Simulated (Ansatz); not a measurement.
Geometry optimisation, RKS PBE0-D4/def2-SVP (Ansatz 0.2.0).

Input:

```yaml
crystal:
  periodic: [false, false, false]
  atoms:
    - { symbol: O, position_ang: [0.5361, -0.6437, 1.3855] }
    - { symbol: C, position_ang: [0.0463, 0.236, 0.3417] }
    - { symbol: F, position_ang: [-1.3341, 0.5039, 0.4709] }
    - { symbol: Te, position_ang: [0.4874, -0.6664, -1.5696] }
    - { symbol: H, position_ang: [-0.0664, -1.4256, 1.3009] }
    - { symbol: H, position_ang: [0.6104, 1.2109, 0.3882] }
    - { symbol: H, position_ang: [-0.2184, 0.717, -2.3634] }
basis:
  gaussian: { orbitals: def2-SVP }
hamiltonian:
  xc: pbe0
  dispersion: d4
relax:
  f_tol: 0.015
  max_steps: 40
```

Launched with:

```bash
$ ansatz run input.yaml --threads 1 --pin off --max-ram 2048MiB --backend cpu --events-out ev --progress --plain --runs-dir out
```

Question: Where does it end, and by what steps?

Answer: The forces met the threshold. After 11 steps the energy has fallen by 0.354 eV; H7 moved furthest, 0.42 Å.

```csv
step,energy less start (eV),largest force component (eV/Å),accepted
0,0.0000,2.120,yes
1,-0.1839,1.675,yes
2,-0.3004,0.772,yes
3,-0.3055,0.512,yes
4,-0.3424,0.124,yes
5,-0.3465,0.096,yes
6,-0.3515,0.092,yes
7,-0.3533,0.056,yes
8,-0.3535,0.064,yes
9,-0.3535,0.023,yes
10,-0.3536,0.018,yes
11,-0.3536,0.006,yes
```

```xyz
7
Properties=species:S:1:pos:R:3
O 0.377 -0.633 1.362
C 0.110 0.286 0.406
F -1.207 0.617 0.367
Te 0.679 -0.483 -1.596
H -0.093 -1.451 1.147
H 0.698 1.188 0.622
H -0.504 0.408 -2.354
```

The run took 42 s on 1 thread of Arm Neoverse V2 (shared host), peak memory 0.17 GiB.
